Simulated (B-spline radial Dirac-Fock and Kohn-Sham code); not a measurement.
**Binding energies of Sn in different valence configurations**

These are calculated numbers from a radial B-spline solver; the model is multi-electron Dirac-Fock with separately optimised hole states, Breit and Lamb-shift corrections added in first order. No correlation.

Reference: the tabulated ground configuration [Kr] 4d10 5s2 5p2, with 1s 29207.4 eV, 2s 4479.7 eV, 2p3/2 3937.9 eV, 3d3/2 501.6 eV, 4p3/2 102.6 eV, 4d3/2 32.24 eV, Kα1 25269.5 eV, Kβ1 28482.0 eV, Lα1 3444.7 eV, Lβ2 3906.7 eV.

Shifts from the reference in eV.

```tsv
configuration	average energy	1s	2s	2p3/2	3d3/2	4p3/2	4d3/2	Kα1	Kβ1	Lα1	Lβ2
[Kr] 4d10 5s1 5p3	+6.75	+1.60	+1.56	+1.63	+1.65	+1.64	+1.57	-0.03	-0.04	-0.02	+0.08
```
